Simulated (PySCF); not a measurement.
# Electron correlation in Ba⁺ (barium, charge +1)

[Xe] 6s1, 2S determinant. All numbers are calculated (PySCF 2.14, the spin-free X2C one-electron Hamiltonian (Gaussian nucleus), in aug-cc-pwCVTZ-X2C (11s10p8d4f, 109 functions)). Frozen: [Kr] 4d10; 9 electrons correlated.

| level | correlation energy (mhartree) |
| --- | --- |
| CCSD | -168.31 |
| (T) | -4.86 |
| CCSD(T) | -173.17 |

Diagnostics: T1 = 0.013, D1 = 0.0525, largest double amplitude 0.020.

Task: Is a single reference adequate?

Result: Yes, within this model without spin-orbit coupling: T1 lies below 0.03 and no double amplitude reaches 0.07.
